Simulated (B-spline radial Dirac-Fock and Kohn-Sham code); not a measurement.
**Bi²⁺ 3d5/2: cross section and angular parameters**

System: the Bi²⁺ ion, configuration [Xe] 4f14 5d10 6s2 6p1; threshold 2604.1 eV (orbital energy of the model). These are calculated numbers from a radial atomic solver; the model is Dirac-Hartree-Slater photoionisation with a Latter tail; cross sections with all multipoles, angular parameters from the dipole term and its interference with E2.

| hν (eV) | σ (kb) | β | γ | δ |
| --- | --- | --- | --- | --- |
| 3090 | 279 | 0.767 | -0.252 | -0.022 |
| 4000 | 137 | 1.110 | -0.126 | 0.034 |
| 4640 | 89.1 | 1.188 | 0.062 | 0.058 |
| 4980 | 72.4 | 1.210 | 0.163 | 0.069 |
| 5140 | 65.8 | 1.218 | 0.210 | 0.073 |
| 5414.7 | 56.3 | 1.227 | 0.288 | 0.080 |
| 5810 | 45.4 | 1.234 | 0.397 | 0.090 |
| 5960 | 42.0 | 1.235 | 0.437 | 0.093 |
| 6000 | 41.2 | 1.235 | 0.448 | 0.094 |
| 7560 | 19.9 | 1.220 | 0.818 | 0.126 |
| 7610 | 19.5 | 1.219 | 0.829 | 0.127 |
| 11700 | 4.70 | 1.110 | 1.503 | 0.205 |
| 11800 | 4.56 | 1.107 | 1.516 | 0.207 |
| 12000 | 4.31 | 1.102 | 1.542 | 0.211 |
| 12400 | 3.85 | 1.091 | 1.592 | 0.218 |
| 13100 | 3.18 | 1.071 | 1.676 | 0.231 |
| 14100 | ? | ? | ? | ? |
| 15000 | 1.98 | 1.021 | 1.873 | 0.267 |

Task: Give the values at 14100 eV.

Result: σ = 2.46 kb, β = 1.044, γ = 1.784, δ = 0.250.
